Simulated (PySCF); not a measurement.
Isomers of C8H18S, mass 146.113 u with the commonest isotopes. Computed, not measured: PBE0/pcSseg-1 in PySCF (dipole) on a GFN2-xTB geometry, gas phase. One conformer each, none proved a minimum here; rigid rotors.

Task: Order these by dipole moment, largest first.
A. `[CH3:1][CH2:2][C@H:3]([CH3:4])[S:5][C:6]([CH3:7])([CH3:8])[CH3:9]` with C1–C2–C3–C4 -173°, C2–C3–S5–C6 -133°
B. `[CH3:1][S:2][CH2:3][C:4]([CH3:5])([CH3:6])[CH:7]([CH3:8])[CH3:9]` with C1–S2–C3–C4 -172°, S2–C3–C4–C5 68°, C3–C4–C7–C8 -50°
C. `[CH3:1][CH:2]([CH3:3])[CH2:4][C:5]([CH3:6])([CH3:7])[CH2:8][SH:9]` with C1–C2–C4–C5 -69°, C2–C4–C5–C6 -38°, C4–C5–C8–S9 -60°, C5–C8–S9–H 72°

Result: C (1.91 D), A (1.64 D), B (1.45 D).

Task: Order these by rotational constant C, smallest first.
A. `[CH3:1][CH2:2][C@H:3]([CH3:4])[S:5][C:6]([CH3:7])([CH3:8])[CH3:9]` with C1–C2–C3–C4 -173°, C2–C3–S5–C6 -133°
B. `[CH3:1][CH2:2][C@:3]([CH3:4])([CH2:5][SH:6])[CH:7]([CH3:8])[CH3:9]` with C1–C2–C3–C4 58°, C2–C3–C5–S6 -172°, C3–C5–S6–H -69°, C2–C3–C7–C8 63°
C. `[CH3:1][CH:2]([CH3:3])[CH2:4][C:5]([CH3:6])([CH3:7])[CH2:8][SH:9]` with C1–C2–C4–C5 -69°, C2–C4–C5–C6 -38°, C4–C5–C8–S9 -60°, C5–C8–S9–H 72°
D. `[CH3:1][CH2:2][S:3][CH2:4][C:5]([CH3:6])([CH3:7])[CH2:8][CH3:9]` with C1–C2–S3–C4 -75°, C2–S3–C4–C5 -172°, S3–C4–C5–C6 65°, C4–C5–C8–C9 -56°
E. `[CH3:1][CH2:2][C@@H:3]([CH3:4])[S:5][C@@H:6]([CH3:7])[CH2:8][CH3:9]` with C1–C2–C3–C4 -57°, C2–C3–S5–C6 84°, C3–S5–C6–C7 90°, S5–C6–C8–C9 68°
F. `[CH3:1][S:2][CH2:3][C:4]([CH3:5])([CH3:6])[CH:7]([CH3:8])[CH3:9]` with C1–S2–C3–C4 -172°, S2–C3–C4–C5 68°, C3–C4–C7–C8 -50°

Result: C (678.9 MHz), E (694.2 MHz), D (712.1 MHz), F (762.9 MHz), A (781.4 MHz), B (831.4 MHz).

Task: Order these by radius of gyration √(Σ m r²/M), largest first.
A. `[CH3:1][S:2][CH2:3][C:4]([CH3:5])([CH3:6])[CH:7]([CH3:8])[CH3:9]` with C1–S2–C3–C4 -172°, S2–C3–C4–C5 68°, C3–C4–C7–C8 -50°
B. `[CH3:1][CH2:2][C@@H:3]([CH3:4])[S:5][C@@H:6]([CH3:7])[CH2:8][CH3:9]` with C1–C2–C3–C4 -57°, C2–C3–S5–C6 84°, C3–S5–C6–C7 90°, S5–C6–C8–C9 68°
C. `[CH3:1][CH2:2][S:3][CH2:4][C:5]([CH3:6])([CH3:7])[CH2:8][CH3:9]` with C1–C2–S3–C4 -75°, C2–S3–C4–C5 -172°, S3–C4–C5–C6 65°, C4–C5–C8–C9 -56°
D. `[CH3:1][CH2:2][C@H:3]([CH3:4])[S:5][C:6]([CH3:7])([CH3:8])[CH3:9]` with C1–C2–C3–C4 -173°, C2–C3–S5–C6 -133°
E. `[CH3:1][CH2:2][C@:3]([CH3:4])([CH2:5][SH:6])[CH:7]([CH3:8])[CH3:9]` with C1–C2–C3–C4 58°, C2–C3–C5–S6 -172°, C3–C5–S6–H -69°, C2–C3–C7–C8 63°
F. `[CH3:1][CH:2]([CH3:3])[CH2:4][C:5]([CH3:6])([CH3:7])[CH2:8][SH:9]` with C1–C2–C4–C5 -69°, C2–C4–C5–C6 -38°, C4–C5–C8–S9 -60°, C5–C8–S9–H 72°

Result: F (2.385 Å), C (2.348 Å), B (2.320 Å), A (2.269 Å), D (2.236 Å), E (2.211 Å).

| SMILES | point group | Ia (u·Å²) | Ib (u·Å²) | Ic (u·Å²) | κ | μa (D) | μb (D) | μc (D) |
| --- | --- | --- | --- | --- | --- | --- | --- | --- |
| CC[C@H](C)SC(C)(C)C | C1 | 264.69 | 549.41 | 646.75 | -0.75 | 0.29 | 0.05 | 1.61 |
| CSCC(C)(C)C(C)C | C1 | 246.29 | 595.53 | 662.42 | -0.87 | 0.21 | 0.74 | 1.23 |
| CC[C@](C)(S)CC(C)C | C1 | 289.36 | 554.64 | 635.48 | -0.76 | 0.25 | 0.99 | 1.36 |
| CC(C)CC(C)(C)CS | C1 | 269.07 | 648.31 | 744.44 | -0.83 | 1.58 | 0.48 | 0.96 |
| CC[C@](C)(CS)C(C)C | C1 | 364.62 | 455.74 | 607.87 | 0.00 | 1.55 | 0.64 | 0.51 |
| CCSCC(C)(C)CC | C1 | 255.36 | 646.14 | 709.72 | -0.89 | 0.26 | 0.00 | 1.50 |
| CC[C@@H](C)S[C@@H](C)CC | C1 | 277.81 | 566.52 | 727.98 | -0.65 | 0.01 | 0.11 | 1.62 |
